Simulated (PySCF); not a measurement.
Cartesian coordinates (Å):
```xyz
14

C     -2.5588    -0.0846    -0.1521
Si    -0.8802     0.1290     0.6620
Si     0.8802    -0.1290    -0.8597
C      2.5588     0.0846    -0.0456
H     -3.3623     0.0402     0.5769
H     -2.6994     0.6529    -0.9452
H     -2.6494    -1.0792    -0.5938
H     -0.7870     1.4816     1.2862
H     -0.7193    -0.8664     1.7626
H      0.7870    -1.4816    -1.4840
H      0.7193     0.8664    -1.9603
H      2.6494     1.0792     0.3960
H      2.6994    -0.6529     0.7475
H      3.3623    -0.0402    -0.7747
```
Charge 0, multiplicity 1.

### Question
Predict the dipole moment, LUMO, HOMO–LUMO gap, total energy and HOMO from PBE-D3(BJ)/def2-TZVP // PBE0-D3(BJ)/def2-TZVP in PySCF.

### Answer

```yaml
dipole_moment: 0.00 D
LUMO: -0.73 eV
HOMO–LUMO gap: 5.84 eV
total_energy: -17982.73 eV
HOMO: -6.57 eV
```
